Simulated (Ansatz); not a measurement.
Geometry optimisation of `COc1ccc(-c2sc(-c3sc(-c4sc(-c5ccc(C(F)=C(F)F)cc5)c5c4OCCO5)c4c3OCCO4)c3c2OCCO3)cc1`.

```yaml
crystal:
  periodic: [false, false, false]
  atoms:
    - {symbol: C, position_ang: [11.187460, 1.226650, -1.026840]}
    - {symbol: O, position_ang: [10.238990, 1.586500, -0.053120]}
    - {symbol: C, position_ang: [9.012130, 0.996260, -0.087040]}
    - {symbol: C, position_ang: [8.611750, 0.024650, -0.998520]}
    - {symbol: C, position_ang: [7.320220, -0.469380, -0.969800]}
    - {symbol: C, position_ang: [6.393810, -0.015710, -0.029150]}
    - {symbol: C, position_ang: [5.016190, -0.447350, -0.035770]}
    - {symbol: S, position_ang: [3.894650, 0.171640, 1.151840]}
    - {symbol: C, position_ang: [2.547580, -0.643230, 0.418350]}
    - {symbol: C, position_ang: [1.225260, -0.434740, 0.881090]}
    - {symbol: S, position_ang: [-0.187190, -0.990050, 0.036620]}
    - {symbol: C, position_ang: [-1.256480, -0.150580, 1.141530]}
    - {symbol: C, position_ang: [-2.651590, -0.030480, 0.876950]}
    - {symbol: S, position_ang: [-3.541060, -1.247070, 0.016610]}
    - {symbol: C, position_ang: [-5.008440, -0.298940, 0.012700]}
    - {symbol: C, position_ang: [-6.197010, -0.768430, -0.648370]}
    - {symbol: C, position_ang: [-6.238370, -2.046620, -1.217800]}
    - {symbol: C, position_ang: [-7.365710, -2.501910, -1.860410]}
    - {symbol: C, position_ang: [-8.504100, -1.694070, -1.964770]}
    - {symbol: C, position_ang: [-9.683640, -2.203580, -2.642250]}
    - {symbol: F, position_ang: [-9.574400, -3.446050, -3.168690]}
    - {symbol: C, position_ang: [-10.876720, -1.623920, -2.818350]}
    - {symbol: F, position_ang: [-11.228590, -0.414300, -2.395120]}
    - {symbol: F, position_ang: [-11.894280, -2.195560, -3.453420]}
    - {symbol: C, position_ang: [-8.466060, -0.414510, -1.402840]}
    - {symbol: C, position_ang: [-7.337370, 0.037970, -0.760750]}
    - {symbol: C, position_ang: [-4.789330, 0.889560, 0.682700]}
    - {symbol: C, position_ang: [-3.465230, 1.048980, 1.155590]}
    - {symbol: O, position_ang: [-3.021480, 2.195510, 1.749130]}
    - {symbol: C, position_ang: [-3.922500, 3.267790, 1.572490]}
    - {symbol: C, position_ang: [-5.356500, 2.812080, 1.833600]}
    - {symbol: O, position_ang: [-5.742990, 1.849540, 0.873390]}
    - {symbol: C, position_ang: [-0.529750, 0.453060, 2.149370]}
    - {symbol: C, position_ang: [0.864230, 0.306530, 1.986560]}
    - {symbol: O, position_ang: [1.781380, 0.886430, 2.815400]}
    - {symbol: C, position_ang: [1.180940, 1.874520, 3.626870]}
    - {symbol: C, position_ang: [-0.111710, 1.329010, 4.236720]}
    - {symbol: O, position_ang: [-1.074220, 1.080410, 3.229890]}
    - {symbol: C, position_ang: [2.965820, -1.376470, -0.670950]}
    - {symbol: C, position_ang: [4.350570, -1.262260, -0.929320]}
    - {symbol: O, position_ang: [4.930980, -1.894930, -1.998850]}
    - {symbol: C, position_ang: [3.975960, -2.334480, -2.945220]}
    - {symbol: C, position_ang: [2.809350, -3.039970, -2.254780]}
    - {symbol: O, position_ang: [2.114800, -2.139540, -1.416320]}
    - {symbol: C, position_ang: [6.823960, 0.928150, 0.912060]}
    - {symbol: C, position_ang: [8.103080, 1.426530, 0.883160]}
    - {symbol: H, position_ang: [10.820750, 1.426650, -2.038340]}
    - {symbol: H, position_ang: [11.468170, 0.171950, -0.944060]}
    - {symbol: H, position_ang: [12.060300, 1.847880, -0.832030]}
    - {symbol: H, position_ang: [9.295500, -0.350850, -1.744650]}
    - {symbol: H, position_ang: [7.018900, -1.205580, -1.696870]}
    - {symbol: H, position_ang: [-5.367930, -2.681390, -1.143580]}
    - {symbol: H, position_ang: [-7.372820, -3.491570, -2.290400]}
    - {symbol: H, position_ang: [-9.319510, 0.237560, -1.470570]}
    - {symbol: H, position_ang: [-7.329270, 1.027250, -0.337690]}
    - {symbol: H, position_ang: [-3.618510, 4.041460, 2.276940]}
    - {symbol: H, position_ang: [-3.850900, 3.650670, 0.544820]}
    - {symbol: H, position_ang: [-5.424820, 2.377270, 2.839160]}
    - {symbol: H, position_ang: [-6.063840, 3.637680, 1.739320]}
    - {symbol: H, position_ang: [1.910350, 2.126500, 4.395630]}
    - {symbol: H, position_ang: [0.950480, 2.766760, 3.029420]}
    - {symbol: H, position_ang: [-0.559410, 2.046290, 4.926180]}
    - {symbol: H, position_ang: [0.121210, 0.397360, 4.772090]}
    - {symbol: H, position_ang: [3.592800, -1.475880, -3.512510]}
    - {symbol: H, position_ang: [4.501490, -3.012770, -3.619030]}
    - {symbol: H, position_ang: [3.195400, -3.878770, -1.661300]}
    - {symbol: H, position_ang: [2.084390, -3.410170, -2.980090]}
    - {symbol: H, position_ang: [6.128200, 1.276740, 1.660520]}
    - {symbol: H, position_ang: [8.434690, 2.167310, 1.592890]}
basis:
  gaussian: {orbitals: def2-SVP, fitting: {mean_field: def2-universal-jkfit}}
hamiltonian: {xc: r2scan, dispersion: d4}
scf: {lower_state_search: "off"}
output: {orbitals: {seedname: orbitals}}
relax: {f_tol: 0.03, max_steps: 70}
```

```sh
$ ansatz run in.yaml --threads 4 --pin off --events-out ev --progress --plain --max-ram 41984MiB --backend cuda --devices 0, --max-vram 37GiB
```

It prints (some lines left out):

```
Functional definition: r2SCAN
mean field -89493.79173217 eV, -3288.8361850864 hartree, gradient 6.8e-6 eV, S^2 0.000000; 0 other end points of the search recorded, 0 dependent functions left out
relax step   1: F+E_penalty+E_count = -89494.72840664 eV  Δ(F+E_penalty+E_count) = +0.000e0 eV  max|allowed force component| = 1.331e0 eV/Å  Δτ_max = 0.0000 Å  (22 SCF iters, accepted)
mean field -89494.00986988 eV, -3288.8442014996 hartree, gradient 1.9e-6 eV, S^2 0.000000; 0 other end points of the search recorded, 0 dependent functions left out
relax step   2: F+E_penalty+E_count = -89494.93866693 eV  Δ(F+E_penalty+E_count) = -2.103e-1 eV  max|allowed force component| = 5.885e-1 eV/Å  Δτ_max = 0.1076 Å  (22 SCF iters, accepted)
mean field -89494.05051555 eV, -3288.8456952004 hartree, gradient 2.6e-6 eV, S^2 0.000000; 0 other end points of the search recorded, 0 dependent functions left out
relax step   3: F+E_penalty+E_count = -89494.97505052 eV  Δ(F+E_penalty+E_count) = -3.638e-2 eV  max|allowed force component| = 1.035e-1 eV/Å  Δτ_max = 0.1148 Å  (21 SCF iters, accepted)
mean field -89494.06037169 eV, -3288.8460574068 hartree, gradient 2.4e-6 eV, S^2 0.000000; 0 other end points of the search recorded, 0 dependent functions left out
relax step   4: F+E_penalty+E_count = -89494.98442520 eV  Δ(F+E_penalty+E_count) = -9.375e-3 eV  max|allowed force component| = 9.085e-2 eV/Å  Δτ_max = 0.0939 Å  (21 SCF iters, accepted)
mean field -89494.06912522 eV, -3288.8463790932 hartree, gradient 1.9e-6 eV, S^2 0.000000; 0 other end points of the search recorded, 0 dependent functions left out
relax step   5: F+E_penalty+E_count = -89494.99306234 eV  Δ(F+E_penalty+E_count) = -8.637e-3 eV  max|allowed force component| = 1.124e-1 eV/Å  Δτ_max = 0.0892 Å  (21 SCF iters, accepted)
mean field -89494.08159925 eV, -3288.8468375050 hartree, gradient 1.9e-6 eV, S^2 0.000000; 0 other end points of the search recorded, 0 dependent functions left out
relax step   6: F+E_penalty+E_count = -89495.00510332 eV  Δ(F+E_penalty+E_count) = -1.204e-2 eV  max|allowed force component| = 6.514e-2 eV/Å  Δτ_max = 0.1960 Å  (20 SCF iters, accepted)
mean field -89494.08972117 eV, -3288.8471359803 hartree, gradient 1.6e-6 eV, S^2 0.000000; 0 other end points of the search recorded, 0 dependent functions left out
relax step   7: F+E_penalty+E_count = -89495.01262508 eV  Δ(F+E_penalty+E_count) = -7.522e-3 eV  max|allowed force component| = 6.655e-2 eV/Å  Δτ_max = 0.1954 Å  (20 SCF iters, accepted)
mean field -89494.09626393 eV, -3288.8473764222 hartree, gradient 1.4e-6 eV, S^2 0.000000; 0 other end points of the search recorded, 0 dependent functions left out
relax step   8: F+E_penalty+E_count = -89495.01853663 eV  Δ(F+E_penalty+E_count) = -5.912e-3 eV  max|allowed force component| = 8.652e-2 eV/Å  Δτ_max = 0.1940 Å  (21 SCF iters, accepted)
mean field -89494.10181766 eV, -3288.8475805180 hartree, gradient 2.7e-6 eV, S^2 0.000000; 0 other end points of the search recorded, 0 dependent functions left out
relax step   9: F+E_penalty+E_count = -89495.02384036 eV  Δ(F+E_penalty+E_count) = -5.304e-3 eV  max|allowed force component| = 9.728e-2 eV/Å  Δτ_max = 0.1611 Å  (20 SCF iters, accepted)
mean field -89494.10889644 eV, -3288.8478406583 hartree, gradient 1.9e-6 eV, S^2 0.000000; 0 other end points of the search recorded, 0 dependent functions left out
relax step  10: F+E_penalty+E_count = -89495.03092963 eV  Δ(F+E_penalty+E_count) = -7.089e-3 eV  max|allowed force component| = 1.148e-1 eV/Å  Δτ_max = 0.1950 Å  (20 SCF iters, accepted)
mean field -89494.11464787 eV, -3288.8480520195 hartree, gradient 1.9e-6 eV, S^2 0.000000; 0 other end points of the search recorded, 0 dependent functions left out
relax step  11: F+E_penalty+E_count = -89495.03675213 eV  Δ(F+E_penalty+E_count) = -5.823e-3 eV  max|allowed force component| = 1.364e-1 eV/Å  Δτ_max = 0.1950 Å  (20 SCF iters, accepted)
mean field -89494.11863904 eV, -3288.8481986925 hartree, gradient 2.8e-6 eV, S^2 0.000000; 0 other end points of the search recorded, 0 dependent functions left out
relax step  12: F+E_penalty+E_count = -89495.04070412 eV  Δ(F+E_penalty+E_count) = -3.952e-3 eV  max|allowed force component| = 1.202e-1 eV/Å  Δτ_max = 0.1680 Å  (20 SCF iters, accepted)
mean field -89494.12232375 eV, -3288.8483341029 hartree, gradient 1.9e-6 eV, S^2 0.000000; 0 other end points of the search recorded, 0 dependent functions left out
relax step  13: F+E_penalty+E_count = -89495.04450858 eV  Δ(F+E_penalty+E_count) = -3.804e-3 eV  max|allowed force component| = 1.039e-1 eV/Å  Δτ_max = 0.1111 Å  (21 SCF iters, accepted)
mean field -89494.12641787 eV, -3288.8484845589 hartree, gradient 2.3e-6 eV, S^2 0.000000; 0 other end points of the search recorded, 0 dependent functions left out
relax step  14: F+E_penalty+E_count = -89495.04893576 eV  Δ(F+E_penalty+E_count) = -4.427e-3 eV  max|allowed force component| = 8.080e-2 eV/Å  Δτ_max = 0.1239 Å  (21 SCF iters, accepted)
mean field -89494.12833017 eV, -3288.8485548350 hartree, gradient 2.2e-6 eV, S^2 0.000000; 0 other end points of the search recorded, 0 dependent functions left out
relax step  15: F+E_penalty+E_count = -89495.05116792 eV  Δ(F+E_penalty+E_count) = -2.232e-3 eV  max|allowed force component| = 5.122e-2 eV/Å  Δτ_max = 0.1273 Å  (20 SCF iters, accepted)
mean field -89494.12946925 eV, -3288.8485966951 hartree, gradient 1.9e-6 eV, S^2 0.000000; 0 other end points of the search recorded, 0 dependent functions left out
relax step  16: F+E_penalty+E_count = -89495.05255392 eV  Δ(F+E_penalty+E_count) = -1.386e-3 eV  max|allowed force component| = 3.091e-2 eV/Å  Δτ_max = 0.0966 Å  (21 SCF iters, accepted)
mean field -89494.13011700 eV, -3288.8486204997 hartree, gradient 1.7e-6 eV, S^2 0.000000; 0 other end points of the search recorded, 0 dependent functions left out
relax step  17: F+E_penalty+E_count = -89495.05324019 eV  Δ(F+E_penalty+E_count) = -6.863e-4 eV  max|allowed force component| = 1.705e-2 eV/Å  Δτ_max = 0.0341 Å  (22 SCF iters, accepted)
mean field -89494.13099693 eV, -3288.8486528366 hartree, gradient 1.9e-6 eV, S^2 0.000000; 0 other end points of the search recorded, 0 dependent functions left out
relax step  18: F+E_penalty+E_count = -89495.05416237 eV  Δ(F+E_penalty+E_count) = -9.222e-4 eV  max|allowed force component| = 3.570e-2 eV/Å  Δτ_max = 0.1049 Å  (21 SCF iters, accepted)
mean field -89494.13151430 eV, -3288.8486718495 hartree, gradient 1.7e-6 eV, S^2 0.000000; 0 other end points of the search recorded, 0 dependent functions left out
relax step  19: F+E_penalty+E_count = -89495.05461270 eV  Δ(F+E_penalty+E_count) = -4.503e-4 eV  max|allowed force component| = 3.911e-2 eV/Å  Δτ_max = 0.0810 Å  (21 SCF iters, accepted)
mean field -89494.13197477 eV, -3288.8486887715 hartree, gradient 1.8e-6 eV, S^2 0.000000; 0 other end points of the search recorded, 0 dependent functions left out
relax step  20: F+E_penalty+E_count = -89495.05497653 eV  Δ(F+E_penalty+E_count) = -3.638e-4 eV  max|allowed force component| = 2.707e-2 eV/Å  Δτ_max = 0.0670 Å  (21 SCF iters, accepted)
mean field -89494.13220082 eV, -3288.8486970787 hartree, gradient 1.7e-6 eV, S^2 0.000000; 0 other end points of the search recorded, 0 dependent functions left out
relax step  21: F+E_penalty+E_count = -89495.05516225 eV  Δ(F+E_penalty+E_count) = -1.857e-4 eV  max|allowed force component| = 1.529e-2 eV/Å  Δτ_max = 0.0346 Å  (22 SCF iters, accepted)
Total energy: -89495.05519365 eV, -3288.8826164393 hartree
Atom 0 at    11.563410    -0.490361    -0.293124 Å, force    -0.001541    -0.000941     0.001619 eV/Å
Atom 1 at    10.662028     0.219664     0.525340 Å, force     0.001740    -0.003721    -0.002990 eV/Å
Atom 2 at     9.335442     0.100518     0.269130 Å, force     0.000107     0.003489     0.000504 eV/Å
Atom 3 at     8.787243    -0.682050    -0.758548 Å, force    -0.005290    -0.002207    -0.000724 eV/Å
Atom 4 at     7.402952    -0.737016    -0.934916 Å, force     0.005065    -0.001371     0.002511 eV/Å
Atom 5 at     6.523279    -0.014658    -0.102200 Å, force    -0.004517     0.003192    -0.006116 eV/Å
Atom 6 at     5.080800    -0.073140    -0.282108 Å, force     0.002690     0.001926    -0.003552 eV/Å
Atom 7 at     4.000374     0.549362     0.948371 Å, force    -0.002345    -0.005356    -0.001022 eV/Å
Atom 8 at     2.562449     0.147637     0.033749 Å, force    -0.000958     0.003384    -0.002947 eV/Å
Atom 9 at     1.240014     0.406305     0.508524 Å, force     0.006124     0.004648     0.004053 eV/Å
Atom 10 at    -0.193728     0.005909    -0.416071 Å, force    -0.002677    -0.003497    -0.003003 eV/Å
Atom 11 at    -1.270488     0.607969     0.829473 Å, force    -0.001737     0.004673     0.002233 eV/Å
Atom 12 at    -2.691557     0.523124     0.666981 Å, force    -0.002756    -0.001545     0.004163 eV/Å
Atom 13 at    -3.418683    -0.800584    -0.211169 Å, force     0.000438     0.003913    -0.003962 eV/Å
Atom 14 at    -5.044667    -0.177814    -0.020149 Å, force    -0.002910    -0.001982     0.003119 eV/Å
Atom 15 at    -6.179665    -0.878993    -0.590325 Å, force    -0.005345    -0.002321     0.007363 eV/Å
Atom 16 at    -6.016818    -2.125164    -1.237272 Å, force     0.000477     0.001081    -0.003013 eV/Å
Atom 17 at    -7.092849    -2.804881    -1.790886 Å, force    -0.004949     0.002849    -0.000247 eV/Å
Atom 18 at    -8.398346    -2.273580    -1.725281 Å, force     0.002898    -0.001349     0.000918 eV/Å
Atom 19 at    -9.484472    -3.033926    -2.324254 Å, force    -0.005139    -0.001677    -0.002916 eV/Å
Atom 20 at    -9.140587    -4.214751    -2.880879 Å, force    -0.009149     0.014149     0.004541 eV/Å
Atom 21 at   -10.795962    -2.732026    -2.412090 Å, force    -0.004240    -0.000137     0.001666 eV/Å
Atom 22 at   -11.346046    -1.629779    -1.939223 Å, force     0.015289    -0.015055    -0.004105 eV/Å
Atom 23 at   -11.683940    -3.513672    -2.986013 Å, force     0.006522     0.002484     0.001866 eV/Å
Atom 24 at    -8.572162    -1.030254    -1.079137 Å, force    -0.001105    -0.001045    -0.001589 eV/Å
Atom 25 at    -7.492774    -0.351990    -0.528157 Å, force     0.006507     0.000186    -0.003816 eV/Å
Atom 26 at    -4.996164     0.996746     0.727406 Å, force     0.002451    -0.001731    -0.003025 eV/Å
Atom 27 at    -3.680207     1.398274     1.100161 Å, force     0.001779    -0.000837    -0.001092 eV/Å
Atom 28 at    -3.424470     2.556627     1.760437 Å, force    -0.003311     0.002809    -0.001860 eV/Å
Atom 29 at    -4.531993     3.448207     1.741392 Å, force     0.001817    -0.004533    -0.001280 eV/Å
Atom 30 at    -5.811271     2.707919     2.069284 Å, force     0.000015     0.000298    -0.001781 eV/Å
Atom 31 at    -6.090068     1.732171     1.067451 Å, force     0.000508     0.003839     0.001046 eV/Å
Atom 32 at    -0.535997     1.103639     1.901249 Å, force     0.000378     0.000590     0.002559 eV/Å
Atom 33 at     0.867396     0.999806     1.710498 Å, force    -0.001483    -0.002651    -0.002370 eV/Å
Atom 34 at     1.769791     1.419462     2.637314 Å, force    -0.000227     0.003097     0.005193 eV/Å
Atom 35 at     1.174779     2.256055     3.626177 Å, force     0.000692     0.001920    -0.001844 eV/Å
Atom 36 at    -0.130096     1.653314     4.108133 Å, force     0.001727    -0.002882     0.001005 eV/Å
Atom 37 at    -1.078535     1.585534     3.047750 Å, force     0.001908    -0.003465     0.000400 eV/Å
Atom 38 at     2.932254    -0.450226    -1.165207 Å, force    -0.002429    -0.001475     0.000381 eV/Å
Atom 39 at     4.336036    -0.573895    -1.344236 Å, force     0.004317     0.000218     0.002951 eV/Å
Atom 40 at     4.866704    -1.124208    -2.474224 Å, force    -0.007228    -0.001682    -0.005562 eV/Å
Atom 41 at     3.924147    -1.191229    -3.541674 Å, force     0.005859     0.004203     0.007302 eV/Å
Atom 42 at     2.601337    -1.746222    -3.053397 Å, force    -0.003395    -0.002008    -0.002335 eV/Å
Atom 43 at     2.025912    -0.870788    -2.087350 Å, force     0.005886    -0.001387     0.002150 eV/Å
Atom 44 at     7.100845     0.770230     0.924768 Å, force     0.004201    -0.004002     0.004098 eV/Å
Atom 45 at     8.473817     0.826183     1.110837 Å, force     0.000285    -0.001317    -0.001251 eV/Å
Atom 46 at    11.487835    -0.177813    -1.350716 Å, force    -0.000155    -0.003376     0.004792 eV/Å
Atom 47 at    11.398323    -1.581689    -0.231389 Å, force     0.000957     0.008649    -0.002179 eV/Å
Atom 48 at    12.570298    -0.258636     0.078147 Å, force    -0.006973    -0.000128    -0.000935 eV/Å
Atom 49 at     9.426897    -1.261626    -1.427063 Å, force    -0.003477     0.002849     0.002347 eV/Å
Atom 50 at     6.994211    -1.359437    -1.731604 Å, force     0.000493     0.000781     0.000373 eV/Å
Atom 51 at    -5.021582    -2.575746    -1.304749 Å, force    -0.006392     0.003087    -0.000604 eV/Å
Atom 52 at    -6.929942    -3.765531    -2.283103 Å, force    -0.000965     0.001325     0.002031 eV/Å
Atom 53 at    -9.563809    -0.581295    -1.006427 Å, force     0.006892    -0.002234     0.000800 eV/Å
Atom 54 at    -7.660160     0.608798    -0.041953 Å, force     0.000299    -0.002250    -0.000143 eV/Å
Atom 55 at    -4.323437     4.226137     2.489953 Å, force    -0.000511     0.001386    -0.000155 eV/Å
Atom 56 at    -4.618606     3.922708     0.744648 Å, force    -0.000308     0.000361     0.001857 eV/Å
Atom 57 at    -5.718601     2.213578     3.054856 Å, force    -0.000393     0.001355    -0.001643 eV/Å
Atom 58 at    -6.673323     3.390010     2.088723 Å, force     0.002096    -0.001495     0.000933 eV/Å
Atom 59 at     1.900877     2.338014     4.447748 Å, force    -0.004032    -0.001119    -0.005008 eV/Å
Atom 60 at     0.992009     3.262252     3.202635 Å, force     0.000977    -0.006954     0.003175 eV/Å
Atom 61 at    -0.582702     2.273991     4.894987 Å, force     0.000553    -0.001683    -0.003203 eV/Å
Atom 62 at     0.054285     0.639097     4.512238 Å, force    -0.001979     0.006551    -0.002478 eV/Å
Atom 63 at     3.772559    -0.181946    -3.969910 Å, force    -0.000383    -0.005502     0.001205 eV/Å
Atom 64 at     4.365321    -1.843433    -4.309018 Å, force    -0.001003     0.001364     0.000275 eV/Å
Atom 65 at     2.753087    -2.747313    -2.606577 Å, force    -0.000438     0.004901    -0.002626 eV/Å
Atom 66 at     1.877297    -1.826422    -3.876943 Å, force     0.004093     0.000306     0.005327 eV/Å
Atom 67 at     6.454883     1.357629     1.584958 Å, force     0.004961    -0.001782    -0.003052 eV/Å
Atom 68 at     8.914827     1.435217     1.904045 Å, force    -0.001260     0.000835    -0.000326 eV/Å
Dipole moment:     0.626699     0.645233     0.322204 e Å
Checks for a lower state left out: stability, starts, cluster_reference, orbital_swaps, neighbouring_geometries, increment
```

It took 95 s on 4 threads of AMD EPYC 7R13 on a shared host and a share (37 GiB) of an NVIDIA H100 80GB HBM3, peak host memory 1.3 GiB.

Single mean-field runs in def2-SVP are fitted with def2-universal-jkfit.
